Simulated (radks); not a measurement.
Polarisability of the phosphorus ion P+, [Ne] 3s2 3p2, at imaginary frequency. Method: non-relativistic Kohn-Sham, LDA (Slater exchange, VWN5 correlation), spin-polarised, spherical densities, point nucleus; open shells are filled with parallel spins first; computed with a radial shooting solver on a logarithmic mesh with Libxc functionals. Response by self-consistent Sternheimer equations with the Hartree and adiabatic LDA kernel.

| w (hartree) | alpha1(iw) (bohr^3) |
|---|---|
| 0.00266 | 14.38 |
| 0.0143 | 14.37 |
| 0.0360 | 14.29 |
| 0.0697 | 14.06 |
| 0.118 | 13.49 |
| 0.186 | 12.37 |
| 0.280 | 10.54 |
| 0.413 | 8.097 |
| 0.605 | 5.497 |
| 0.892 | 3.286 |
| 1.35 | 1.749 |
| 2.12 | 0.8397 |
| 3.59 | 0.3658 |
| 6.94 | 0.1366 |
| 17.5 | 0.03148 |

Static values: alpha1 = 14.38 bohr^3 (2.131 angstrom^3; uncoupled 23.36). C6 = 73.88, triple-dipole C9 = 784.1 atomic units. One-pole (London) frequency 4 C6 / (3 alpha1^2) = 0.476 hartree, against 0.552 for minus the highest occupied eigenvalue. The dipole shielding factor is 0.933, as the force sum rule N/Z = 0.933 demands.
